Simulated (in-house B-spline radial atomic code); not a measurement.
Results of a calculation; reference values are marked as such.
F in an electron gas of r_s = 2: phase shifts, screening, friction and resistivity

A nucleus sits in a uniform electron gas with a rigid positive background. The Kohn-Sham equations are solved self-consistently in the spin-unpolarised LDA (PW92), non-relativistic, on B-splines with outgoing waves at the boundary and partial waves to l = 8. The model has no lattice, no bands and no magnetic solution. Atomic units; δ_l are the phase shifts at the Fermi level, counted so that each bound state adds π, and good to about 0.0005.

The density parameter is r_s = 2 bohr, near that of the valence electrons of Si (4 per atom, density 2.33 g/cm³, mass 28.09 u, which gives r_s = 2.01).

| l | δ_l (rad) |
| --- | --- |
| 0 | 5.1594 |
| 1 | 2.6580 |
| 2 | 0.1475 |
| 3 | 0.0293 |
| 4 | 0.0053 |
| 5 | 0.0011 |
| 6 | 0.0002 |
| 7 | 0.0001 |
| 8 | 0.0001 |

Bound levels below the band bottom (hartree): s -23.62, s -0.6966, p -0.05144.

(1) Check the Friedel sum rule, and say where the screening charge sits.

(2) Find the transport cross section and the electronic stopping of a 1 keV F ion (mass 19.0 u).

(3) What residual resistivity would 1 atomic per cent of such centres give in a metal of this density?

(4) On a substitutional site the background of one host ion, a sphere holding 4 charges, is taken out. The phase shifts for l = 0 to 4 become 4.4189, 2.0048, -0.3064, -0.1031, -0.0266. What follows?

Answers

(1) k_F = (9π/4)^(1/3)/r_s = 0.95958. The rule is Z = (2/π) Σ (2l + 1) δ_l. The terms are s 3.285, p 5.076, d 0.470, f 0.131 and 0.042 beyond, in all 9.003 against Z = 9. Bound states hold 4 s, 6 p, 0 d electrons, so the scattering states carry -1.00 in all; where a term is smaller than its bound count, the bound level has drawn weight out of the band.

(2) σ_tr = (4π/k_F²) Σ (l + 1) sin²(δ_l − δ_(l+1)). The terms for l = 0 to 3 are 0.3568, 0.6963, 0.0417, 0.0023, all together 1.0972, so σ_tr = 13.647 × 1.0972 = 14.974 bohr². With n = 3/(4π r_s³) = 0.02984, the friction coefficient is Q = n k_F σ_tr = 0.4288. For v well below v_F = 0.960, dE/dx = Q v; with 24801 eV per u at v = 1, v = √(1000/(24801 × 19.0)) = 0.0461, so dE/dx = 0.01975 hartree/bohr = 10.2 eV/nm. The largest term couples the p and d waves.

(3) Δρ = k_F n_i σ_tr/n in atomic units of 21.74 μΩ·cm. With one host atom per 4 electrons, n_i/n = 0.01/4, so Δρ = 0.9596 × 0.00250 × 14.974 × 21.74 = 0.78 μΩ·cm. This is an atom added to the gas, as on an interstitial site.

(4) The Friedel sum is now 5.00, for Z − 4 = 5. The sum in σ_tr is 1.6801, so σ_tr = 22.93 bohr² and Δρ = 1.20 μΩ·cm per atomic per cent, 1.53 times the value above. A real host ion scatters too, so this model doesn't give zero even for the host's own atom.
